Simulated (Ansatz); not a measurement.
`[O]=[Mo](=[O])([F])[Cl]` + CH₄ → `[CH3][Mo](=[O])(=[O])[F]` + HCl at 700 K and 1 bar (formal exchange of groups at a Mo–Cl bond).

Computed with Ansatz on PBE0-D4/def2-TZVP structures; ΔE is electronic, products minus reactants. CCSD(T)/CBS is the MP2 limit (def2-TZVPP, def2-QZVPP) plus CCSD(T) − MP2 in def2-TZVPP, frozen cores. This one scheme is used for every species. Elements past krypton have def2 core potentials. For Mo outer-core shells are correlated without core-valence functions, which leaves a few kJ/mol of doubt a bond.

| species | CCSD(T)/CBS energy (Eh) | H − E (kJ/mol) | S (J/(mol·K)) |
| --- | --- | --- | --- |
| `[O]=[Mo](=[O])([F])[Cl]` | -778.22574 | 82.2 | 410.4 |
| CH₄ | -40.46206 | 145.9 | 224.0 |
| `[CH3][Mo](=[O])(=[O])[F]` | -358.25710 | 184.9 | 442.2 |
| HCl | -460.38127 | 38.4 | 211.8 |

H − E and S are ideal-gas, rigid-rotor, harmonic terms from PBE0-D4/def2-TZVP. 1 Eh = 2625.50 kJ/mol, R = 8.31446 J/(mol·K).

Question: By hand: ΔE, ΔH, ΔS and ΔG.

Answer: ΔE = (-358.25710) + (-460.38127) − (-778.22574) − (-40.46206) = 0.04943 Eh = 129.8 kJ/mol. Δ(H − E) = 184.9 + 38.4 − 82.2 − 145.9 = -4.8, so ΔH = 125.0 kJ/mol. ΔS = 442.2 + 211.8 − 410.4 − 224.0 = 19.6 J/(mol·K). ΔG = 125.0 − 700 × (19.6)/1000 = 111.3 kJ/mol.

Question: By hand: the equilibrium constant, and the temperature at which ΔG would vanish if ΔH and ΔS stayed fixed.

Answer: log₁₀ K = −ΔG/(RT ln 10) = -8.3. ΔG = 0 at ΔH/ΔS = 6378 K, far beyond where these terms or the molecules hold.

ΔH outweighs TΔS. A doubt of 5 kJ/mol in ΔE shifts log₁₀ K by 0.4 here. These are equilibria of isolated gas molecules and say nothing of rates. Largest T1 diagnostic: 0.025 (customary marks: 0.02 for closed shells, 0.045 for open ones).
